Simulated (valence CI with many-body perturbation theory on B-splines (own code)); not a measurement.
The numbers below are computed, except where a source is named.
## Level structure of Ru12+

Level of theory: configuration interaction combined with many-body perturbation theory (CI+MBPT): four valence electrons over a frozen Dirac-Fock core [Ar] 3d10, a basis of 11 s, 11 p, 10 d, 8 f, 5 g, 2 h functions for each j, with the one-electron correlation potential Σ1, the two-electron term Σ2, the three-electron term Σ3, Breit, model QED; selected CI, second order for the rest, scaled by the run's own slope (own B-spline code, finite nucleus).

No measured spectrum was set against this ion. As an estimate, levels hold to about 250 cm⁻¹ or 0.2 % of their energy and the worst to 1 %, as in measured heavy ions of charge 2 to 7; those with d or f electrons hold less well. Among the levels kept, up to 620 cm⁻¹ of a level comes from second order outside the variational space, and about a tenth of that is noise between levels of different J, which matters for small intervals.

Levels 136 to 169 of 169, with energies above the lowest level, 4s2 4p2 3P_0. "Leading %" is the weight of the configuration and term that name the level; weights of strongly mixed levels are sums over their largest components and can fall short.

| No. | Configuration | Term | J | E (cm⁻¹) | Leading % | g | Second component |
| --- | --- | --- | --- | --- | --- | --- | --- |
| 136 | 4p3 4d | 3D° | 1 | 1059100 | 62 | 0.695 | 19 % 4p3 4d 1P° |
| 137 | 4p3 4d | 1D° | 2 | 1062000 | 52 | 0.990 | 16 % 4p3 4d 3F° |
| 138 | 4s2 4p 5p | 3D | 3 | 1065800 | 96 | 1.334 |  |
| 139 | 4p3 4d | 3P° | 1 | 1066700 | 41 | 1.313 | 25 % 4p3 4d 1P° |
| 140 | 4s2 4p 5p | 3S | 1 | 1069600 | 72 | 1.764 | 18 % 4s2 4p 5p 1P |
| 141 | 4p3 4d | 3P° | 0 | 1071100 | 75 |  | 7 % 4p3 4d 5D° |
| 142 | 4s2 4p 5p | 1D | 2 | 1077000 | 62 | 1.176 | 33 % 4s2 4p 5p 3P |
| 143 | 4p3 4d | 3F° | 2 | 1077900 | 51 | 0.853 | 6 % 4p3 4d 3P° |
| 144 | 4p3 4d | 3F° | 3 | 1079100 | 55 | 1.085 | 7 % 4p3 4d 3G° |
| 145 | 4p3 4d | 3D° | 2 | 1081600 | 32 | 1.215 | 31 % 4p3 4d 3P° |
| 146 | 4p3 4d | 3P° | 1 | 1085400 | 32 | 1.136 | 32 % 4p3 4d 1P° |
| 147 | 4p3 4d | 3P° | 2 | 1086900 | 48 | 1.335 | 28 % 4p3 4d 3D° |
| 148 | 4p3 4d | 3S° | 1 | 1091200 | 47 | 1.791 | 27 % 4p3 4d 3P° |
| 149 | 4p3 4d | 3D° | 3 | 1092700 | 52 | 1.217 | 18 % 4p3 4d 1F° |
| 150 | 4p3 4d | 3F° | 4 | 1093700 | 60 | 1.229 | 8 % 4p3 4d 1G° |
| 151 | 4s 4p 4d2 | 5G° | 2 | 1094300 | 61 | 0.374 | 29 % 4s 4p2 4f 5G° |
| 152 | 4s2 4p 5p | 1S | 0 | 1097800 | 84 |  | 12 % 4s2 4p 5p 3P |
| 153 | 4p3 4d | 3D° | 3 | 1098900 | 42 | 1.246 | 16 % 4p3 4d 1F° |
| 154 | 4s 4p 4d2 | 5G° | 3 | 1099800 | 61 | 0.932 | 31 % 4s 4p2 4f 5G° |
| 155 | 4p3 4d | 3P° | 2 | 1104200 | 59 | 1.375 | 10 % 4p3 4d 3D° |
| 156 | 4s 4p 4d2 | 5G° | 4 | 1107800 | 60 | 1.159 | 32 % 4s 4p2 4f 5G° |
| 157 | 4p3 4d | 1D° | 2 | 1111800 | 28 | 1.138 | 14 % 4p3 4d 3D° |
| 158 | 4p3 4d | 3P° | 1 | 1112200 | 54 | 1.475 | 12 % 4p3 4d 3S° |
| 159 | 4p3 4d | 3P° | 0 | 1114200 | 82 |  | 10 % 4s 4p 4d2 3P° |
| 160 | 4s 4p 4d2 | 5G° | 5 | 1118500 | 61 | 1.266 | 34 % 4s 4p2 4f 5G° |
| 161 | 4p3 4d | 3D° | 1 | 1123600 | 52 | 0.613 | 22 % 4s 4p2 4f 3D° |
| 162 | 4p3 4d | 1F° | 3 | 1124200 | 50 | 1.122 | 22 % 4p3 4d 3D° |
| 163 | 4s 4p2 4f | 5D° | 4 | 1126800 | 44 | 1.417 | 18 % 4s 4p 4d2 5D° |
| 164 | 4s 4p2 4f | 5D° | 3 | 1129900 | 25 | 1.299 | 14 % 4s 4p 4d2 5D° |
| 165 | 4p3 4d | 1D° | 2 | 1131000 | 25 | 1.061 | 13 % 4s 4p2 4f 3D° |
| 166 | 4s 4p 4d2 | 5G° | 6 | 1131100 | 54 | 1.324 | 40 % 4s 4p2 4f 5G° |
| 167 | 4s 4p2 4f | 5G° | 2 | 1135000 | 10 | 1.003 | 10 % 4s 4p 4d2 5G° |
| 168 | 4s 4p2 5s | 5P | 1 | 1135200 | 89 | 2.428 | 5 % 4s 4p2 5s 3S |
| 169 | 4p3 4d | 1F° | 3 | 1136800 | 34 | 1.013 | 11 % 4s 4p2 4f 3G° |

Names give the largest LS component (configuration and term), which can be under half, so a name can repeat, a term be missing and a line seem to break the LS rules; names also repeat where a configuration has a term twice.

Where two levels of one J and parity lie close, their mixing, g and order are uncertain.
